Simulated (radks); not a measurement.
Results of a calculation; reference values are marked as such.
Problem. Radial electron density D(r) = 4 pi r^2 rho(r) of an atom or ion with 9 electrons. Level of theory: non-relativistic Kohn-Sham, r2SCAN, spin-polarised, spherical densities, point nucleus; meta-GGA in the generalised Kohn-Sham scheme (a radial shooting solver on a logarithmic mesh with Libxc functionals).

r (bohr),D(r) (e/bohr),spin D(r)
0.004173,0.2172,-0.00000682
0.00463,0.2645,-0.00000802
0.005097,0.3170,-0.00000924
0.005656,0.3851,-0.0000106
0.006225,0.4602,-0.0000119
0.006908,0.5574,-0.0000130
0.007665,0.6740,-0.0000137
0.008437,0.8017,-0.0000135
0.009362,0.9654,-0.0000117
0.01031,1.144,-0.00000780
0.01143,1.370,5.30e-07
0.01269,1.637,0.0000155
0.01397,1.924,0.0000383
0.0155,2.284,0.0000780
0.01706,2.666,0.000135
0.01893,3.138,0.000229
0.021,3.677,0.000374
0.02312,4.236,0.000573
0.02565,4.909,0.000891
0.02824,5.592,0.00132
0.03133,6.395,0.00200
0.03477,7.255,0.00298
0.03827,8.088,0.00428
0.04246,9.014,0.00628
0.04674,9.869,0.00888
0.05186,10.76,0.0128
0.05755,11.59,0.0184
0.06335,12.25,0.0254
0.07029,12.82,0.0358
0.07737,13.18,0.0487
0.08585,13.34,0.0674
0.09526,13.24,0.0923
0.1049,12.91,0.122
0.1164,12.32,0.164
0.1291,11.52,0.217
0.1421,10.64,0.278
0.1577,9.643,0.358
0.1736,8.756,0.446
0.1926,7.940,0.559
0.2137,7.369,0.687
0.2352,7.121,0.818
0.261,7.180,0.967
0.2873,7.515,1.11
0.3188,8.116,1.25
0.3538,8.849,1.38
0.3894,9.513,1.47
0.4321,10.07,1.52
0.4756,10.33,1.52
0.5278,10.25,1.47
0.5856,9.755,1.36
0.6446,8.956,1.22
0.7153,7.795,1.04
0.7873,6.552,0.856
0.8736,5.150,0.659
0.9694,3.818,0.478
1.067,2.737,0.336
1.184,1.787,0.214
1.303,1.128,0.132
1.446,0.6341,0.0715
1.605,0.3262,0.0354
1.766,0.1622,0.0168
1.96,0.06882,0.00670
2.157,0.02820,0.00255
2.394,0.009516,0.000777

What is the nuclear charge?

Solution. Z = 12. The innermost maximum, from 1s, lies near 1/Z = 0.0833 bohr (found: 0.0872), and its height grows with Z. The density is that of the magnesium ion Mg3+ in [He] 2s2 2p5; the configuration itself is not fixed sharply by these data, and Z only to about a unit. D(r) has 2 maxima, at r = 0.0872, 0.491 bohr, and minima at 0.243 bohr, inside which lie 2.21 electrons.
